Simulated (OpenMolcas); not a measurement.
## Multiconfigurational calculation on B I

Input:

```
&GATEWAY
Coord
1

B 0.0 0.0 0.0
Basis=ANO-RCC-VDZP
Group=XYZ
NoMove
AngMom=0.0 0.0 0.0
AMFI
&SEWARD
&RASSCF
FileOrb=start.orb
Symmetry=2
Spin=2
nActEl=1 0 0
Inactive=2 0
Ras2=0 3
CIRoot=3 3 1
SDav=3
CIMx=300
Iter=120 100
PrWF=0.3
OrbListing=Nothing
MaxOrb=0
Atom
>>> COPY $Project.JobIph JOB001
&RASSI
NrOfJobIphs=1 3
1 2 3
IphNames
JOB001
EJob
SpinOrbit
DIPRint=1.0
SOCoupling=1000.0
Subsets=2
MEES
Property=10
'ANGMOM' 1 'ANGMOM' 2 'ANGMOM' 3 'MLTPL  1' 1 'MLTPL  1' 2 'MLTPL  1' 3
'AMFI' 1 'AMFI' 2 'AMFI' 3 'MLTPL  2' 6
SOProperty=3
'ANGMOM' 1 'ANGMOM' 2 'ANGMOM' 3
```

A driver script runs the steps one by one and writes start.orb anew before each from the orbitals found so far.

Output, cut to the results:

```
--- SEWARD ---
Basis set label: B.ANO-RCC...3S2P1D.

      Electronic valence basis set:
      ------------------
      Associated Effective Charge   5.000000 au
      Associated Actual Charge      5.000000 au
      Nuclear Model: Point charge

      Shell  nPrim  nBasis  Cartesian Spherical Contaminant
         s      14       3        X
         p       9       2        X
         d       5       1                 X
                  Relativistic Douglas-Kroll-Hess integrals:
                    - DKH order of Hamiltonian: 2
                    - DKH order of Properties : 0
                  Atomic mean-field integrals
--- RASSCF ---
Wave function specifications:
      -----------------------------

      Number of closed shell electrons           4
      Number of electrons in active shells       1
      Max number of holes in RAS1 space          0
      Max nr of electrons in RAS3 space          0
      Number of inactive orbitals                2
      Number of active orbitals                  3
      Number of secondary orbitals               9
      Spin quantum number                      0.5
      State symmetry                             2
Orbital specifications:
      -----------------------

      Symmetry species                           1   2
                                                ag  au
      Frozen orbitals                            0   0
      Inactive orbitals                          2   0
      Active orbitals                            0   3
      RAS1 orbitals                              0   0
      RAS2 orbitals                              0   3
      RAS3 orbitals                              0   0
      Secondary orbitals                         6   3
      Deleted orbitals                           0   0
      Number of basis functions                  8   6
      Number of CSFs                             3
      Number of root(s) required                 3
      Iter CI   SX   CI       RASSCF       Energy    max ROT     max BLB   max BLB  Level Ln srch  Step   QN
          iter iter root      energy       change     param      element    value   shift minimum  type update
 Nr of preliminary CI iterations:   1
        1   1    4    0   -24.53024323    0.00E+00   6.69E-02    2   3 1 -7.29E-02*  0.03   0.00    SX    NO
        2   1    4    0   -24.53517665   -4.93E-03* -1.01E-02    2   3 1 -5.00E-03*  0.00   0.00    SX    NO
        3   1    4    0   -24.53525646   -7.98E-05* -1.51E-03    2   3 1 -2.82E-03*  0.01   0.00    SX    NO
        4   1    4    0   -24.53526318   -6.71E-06* -5.92E-04    2   3 1 -8.04E-04*  0.01   0.00    SX    NO
        5   1    4    0   -24.53526387   -6.90E-07* -2.82E-04    2   3 1 -2.70E-04*  0.01   1.48    LS   YES
        6   1    3    0   -24.53526395   -8.02E-08*  2.13E-05    2   3 1 -1.51E-05   0.01   1.00    QN   YES
        7   1    2    0   -24.53526395   -3.43E-10  -1.75E-06    2   3 1  1.30E-06   0.01   0.92    QN   YES
      Convergence after  7 iterations
        8   1    2    0   -24.53526395   -2.60E-12  -1.75E-06    1   3 1 -9.93E-08   0.01   0.92    QN   YES
      Natural orbitals and occupation numbers for root  1
      sym 2:   0.000000   1.000000   0.000000
      Natural orbitals and occupation numbers for root  2
      sym 2:   0.000000   0.000000   1.000000
      Natural orbitals and occupation numbers for root  3
      sym 2:   1.000000   0.000000   0.000000
::    RASSCF root number  1 Total energy:    -24.53526395
::    RASSCF root number  2 Total energy:    -24.53526395
::    RASSCF root number  3 Total energy:    -24.53526395

--- RASSI ---
SPIN-FREE ENERGIES:
  (Shifted by EMIN (a.u.) =        -24.5352639464)

 SF State       Relative EMIN(au)   Rel lowest level(eV)    D:o, cm**(-1)      L_eff

     1             0.0000000000        0.0000000000              0.0000         1.0
     2             0.0000000000        0.0000000000              0.0000         1.0
     3             0.0000000000        0.0000000000              0.0000         1.0
     Dipole printing threshold changed to   1.00000000E+00
Eigenvalues of complex Hamiltonian:
   -----------------------------------
  (Shifted by EMIN (a.u.) =        -24.5352639464)

 SO State       Relative EMIN(au)   Rel lowest level(eV)    D:o, cm**(-1)     J-value

     1            -0.0000426056        0.0000000000              0.0000         0.4
     2            -0.0000426056        0.0000000000              0.0000         0.4
     3             0.0000213028        0.0017390367             14.0263         1.0
     4             0.0000213028        0.0017390367             14.0263         1.0
     5             0.0000213028        0.0017390367             14.0263         1.3
     6             0.0000213028        0.0017390367             14.0263         1.3
Weights of the five most important spin-orbit-free states for each spin-orbit state.

 SO State  Total energy (au)           Spin-free states, spin, and weights
 -------------------------------------------------------------------------------------------------------
    1        -0.000043       2 0.5  0.3333    1 0.5  0.3333    3 0.5  0.3333
    2        -0.000043       2 0.5  0.3333    1 0.5  0.3333    3 0.5  0.3333
    3         0.000021       3 0.5  0.6667    2 0.5  0.1667    1 0.5  0.1667
    4         0.000021       3 0.5  0.6667    2 0.5  0.1667    1 0.5  0.1667
    5         0.000021       2 0.5  0.5000    1 0.5  0.5000    3 0.5  0.0000
    6         0.000021       2 0.5  0.5000    1 0.5  0.5000    3 0.5  0.0000
...
```

The J values that RASSI prints are effective ones from its own formula and need not be integers or half-integers; the table below assigns J from the states.

Levels above the lowest, from the spin-orbit matrix, grouped by J:

```tsv
Configuration	Term	J	E (cm⁻¹)	Measured (cm⁻¹)	g	Term weight %
2s² 2p	²P°	1/2	0.0	0.0	0.666	100
2s² 2p	²P°	3/2	14.0	15.3	1.334	100
```

Against the measured value (NIST Handbook of Basic Atomic Spectroscopic Data): 2s² 2p ²P°_3/2: computed 14.0, measured 15.3 cm⁻¹ (-8.2 %).

With one active electron the reference holds no correlation, so core polarisation is missing. Computed and measured levels are paired by configuration, term and J; levels that our copy of the source lacks, or whose pairing is in doubt (as where it misses far off the trend of its configuration), stay unpaired and out of the deviations. Levels of configurations outside the active space are missing.

The term weight is that of the spin-free term in the level, not the purity of its configuration. ° marks odd parity.
